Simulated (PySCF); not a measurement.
`InChI=1S/C5H6F2/c6-3-4-1-5(7)2-4/h1,4H,2-3H2/t4-/m0/s1`

Geometry:
```csv
atom,x (Å),y (Å),z (Å)
F1,-2.148,-1.212,0.623
C2,-1.573,0.005,0.358
C3,-0.320,-0.159,-0.488
C4,0.633,-1.260,-0.068
C5,0.458,-1.916,-1.206
F6,0.960,-3.041,-1.715
C7,-0.512,-0.954,-1.815
H8,-1.336,0.455,1.328
H9,-2.326,0.607,-0.162
H10,0.145,0.819,-0.619
H11,1.199,-1.418,0.828
H12,-0.177,-0.449,-2.719
H13,-1.516,-1.347,-1.962
```

The calculation used GIAO HF/pcSseg-1 magnetisability, rotational g tensor and spin-rotation constants, non-relativistic, gas phase (PySCF 2.14.0). Geometry: GFN2-xTB, dihedral held. The dihedral F1–C2–C3–C4 is held at 315°.

Task: How diamagnetic is it, and how anisotropic?

Result: Isotropic -972 × 10⁻³⁰ J/T², or -58.5 × 10⁻⁶ cm³/mol; principal values -1025, -951, -939 × 10⁻³⁰ J/T², anisotropy 81 × 10⁻³⁰ J/T² (root of half the summed squared differences of the principal values). The susceptibility is in cgs units.

Task: Split it along the inertial axes a, b, c into diamagnetic and paramagnetic parts about the centre of mass, with the quadrupole moment.

Result: 
```tsv
axis	χ (10⁻⁶ cm³/mol)	diamagnetic (10⁻⁶ cm³/mol)	paramagnetic (10⁻⁶ cm³/mol)	summed x² of all electrons (Å²)	quadrupole Θ (D Å)
a	-57.3	-297.9	240.6	143.1	-4.21
b	-61.3	-744.8	683.5	37.7	-1.12
c	-57.0	-767.1	710.1	32.5	+5.34
```
Anisotropies 2χaa − χbb − χcc = +3.6 and 2χbb − χaa − χcc = -8.2 × 10⁻⁶ cm³/mol. Θ is traceless in Buckingham's convention.

Task: And the rotational g tensor?

Result: 
```tsv
axis	rotational constant (GHz)	g	nuclear part	electronic part
a	5.5920	-0.0341	0.5980	-0.6321
b	1.6785	-0.0086	0.5304	-0.5390
c	1.6032	-0.0142	0.5206	-0.5348
```
Asymmetric top; isotopes 12C, 19F, 1H; no vibrational averaging.
